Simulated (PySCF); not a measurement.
## Removal energies of Bi³⁺ from EOM-IP-GCCSD

Reference: closed-shell Bi³⁺, [Xe] 4f14 5d10 6s2; one electron is removed. Calculated with PySCF 2.14, two-component X2C-1e with screened spin-orbit coupling, x2c-TZVPPall-2c with one added diffuse shell each of s, p, d, f type (12s12p10d4f, 126 functions); frozen [Kr] 4d10 4f14; the 26 highest virtual spinors dropped; of the others 104 kept and the rest restored at second order. No Breit or QED terms. Binding energies in eV.

| level | Koopmans | second order | EOM-CCSD |
| --- | --- | --- | --- |
| 5d3/2 | 65.710 | 63.952 | 64.631 |
| 5d5/2 | 62.371 | 60.779 | 61.408 |
| 6s1/2 | 42.992 | 44.546 | 44.554 |

For comparison, the ionisation energy of Bi³⁺ is 45.37 ± 0.06 eV (measured; NIST Atomic Spectra Database, ionization energies).

Only part of the computed levels is shown.

Gaps of this size point to the basis (12s12p10d4f), which has few functions of high l to correlate and polarise the inner shells.
